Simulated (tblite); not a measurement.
Species: CH12OSi4.
Bonds: O1–Si2, Si2–C3, C3–Si4, Si4–Si5, Si5–Si6. Hydrogens: H7 on O1; H8, H9 on Si2; H10, H11 on C3; H12, H13 on Si4; H14, H15 on Si5; H16, H17, H18 on Si6.

Computed with GFN2-xTB (tblite), gas phase: L-BFGS steps from a force-field or distance-geometry start until the largest atomic force falls under 0.01 eV/Å.

Step 2: E = -523.6716 eV
```
atom  x, y, z in Å  |  force x, y, z in eV/Å
O1      3.5678    0.5838    0.3129    0.047  -0.105   0.010
Si2     1.9892    0.9336    0.1453   -0.517   0.145  -0.286
C3      1.2087   -0.4714   -0.8848    0.020   0.027   0.395
Si4     0.0317   -1.5493    0.1366   -0.060  -0.069   0.045
Si5    -2.1108   -0.8220    0.0628   -0.148   0.040  -0.023
Si6    -2.2895    1.2316   -0.8800   -0.018   0.092  -0.112
H7      3.9109   -0.0046   -0.3618    0.162   0.108   0.232
H8      1.2850    1.1321    1.4231    0.394  -0.130  -0.080
H9      1.8196    2.1580   -0.6406    0.132   0.117   0.007
H10     0.7020   -0.0151   -1.7267   -0.131  -0.150  -0.149
H11     1.9682   -1.1412   -1.2773    0.194   0.102  -0.177
H12     0.4548   -1.5019    1.5321    0.252  -0.263   0.133
H13     0.0243   -2.9140   -0.3806    0.292  -0.256   0.033
H14    -2.8849   -1.7381   -0.7693   -0.235  -0.196   0.056
H15    -2.7175   -0.8006    1.3857   -0.187  -0.150   0.186
H16    -3.6862    1.6318   -0.7917   -0.050   0.337  -0.115
H17    -1.9029    1.0922   -2.2815   -0.068   0.191  -0.154
H18    -1.3790    2.2013   -0.2805   -0.081   0.161  -0.001
```

Step 3: E = -523.6999 eV
```
atom  x, y, z in Å  |  force x, y, z in eV/Å
O1      3.5594    0.5819    0.3104    0.158   0.032   0.220
Si2     1.9881    0.9383    0.1424   -0.601   0.064  -0.342
C3      1.2095   -0.4712   -0.8818   -0.042  -0.024   0.295
Si4     0.0316   -1.5553    0.1410   -0.106   0.031  -0.035
Si5    -2.1188   -0.8233    0.0632   -0.009   0.094  -0.025
Si6    -2.2911    1.2374   -0.8831    0.001  -0.034  -0.091
H7      3.9147   -0.0010   -0.3549    0.223  -0.039   0.055
H8      1.2946    1.1288    1.4207    0.337  -0.104  -0.003
H9      1.8226    2.1608   -0.6406    0.117   0.168  -0.028
H10     0.7001   -0.0200   -1.7282   -0.113  -0.168  -0.075
H11     1.9719   -1.1377   -1.2809    0.146   0.130  -0.119
H12     0.4605   -1.5082    1.5339    0.245  -0.259   0.147
H13     0.0314   -2.9190   -0.3796    0.281  -0.248   0.035
H14    -2.8897   -1.7420   -0.7672   -0.247  -0.201   0.044
H15    -2.7215   -0.8042    1.3895   -0.182  -0.143   0.158
H16    -3.6862    1.6395   -0.7945   -0.071   0.341  -0.114
H17    -1.9043    1.0968   -2.2858   -0.072   0.191  -0.127
H18    -1.3814    2.2046   -0.2808   -0.067   0.168   0.005
```

**Question.** Estimate the geometry and energy of step 4. (The exact step hangs on the optimiser's Hessian estimate; all steps are aligned on step 3, rigid shifts and turns removed.)

**Answer.** E = -523.7901 eV, largest force 0.590 eV/Å
```
atom  x, y, z in Å  |  force x, y, z in eV/Å
O1      3.5286    0.5795    0.3112    0.451   0.090   0.331
Si2     1.9709    0.9570    0.1222   -0.364  -0.262  -0.383
C3      1.2098   -0.4733   -0.8691   -0.247  -0.237  -0.182
Si4     0.0276   -1.5779    0.1571   -0.131   0.213  -0.199
Si5    -2.1486   -0.8254    0.0643    0.300   0.147   0.007
Si6    -2.2975    1.2578   -0.8972    0.008  -0.324   0.001
H7      3.9373    0.0086   -0.3307    0.142  -0.057  -0.015
H8      1.3397    1.1135    1.4133    0.074   0.008   0.306
H9      1.8375    2.1781   -0.6426    0.038   0.364  -0.183
H10     0.6910   -0.0450   -1.7330   -0.084  -0.199   0.151
H11     1.9886   -1.1187   -1.2960   -0.054   0.198   0.133
H12     0.4891   -1.5404    1.5444    0.163  -0.231   0.070
H13     0.0670   -2.9446   -0.3743    0.215  -0.113   0.073
H14    -2.9151   -1.7624   -0.7574   -0.206  -0.123   0.070
H15    -2.7418   -0.8223    1.4075   -0.113  -0.102  -0.032
H16    -3.6882    1.6792   -0.8087   -0.065   0.313  -0.115
H17    -1.9122    1.1200   -2.3055   -0.078   0.180  -0.028
H18    -1.3925    2.2225   -0.2820   -0.050   0.134  -0.007
```

The energy changes by -0.0901 eV. The first-order estimate −F·Δx gives -0.1370 eV and the mean of the old and new forces, exact on a quadratic surface, -0.0908 eV. The step makes an angle of 41° with the force vector and moves no atom by more than 0.048 Å.

What follows is the cost of the whole relaxation. On one thread, Intel Xeon Platinum 8259CL at 2.50 GHz (x86_64), shared host, this took 2.7 s.
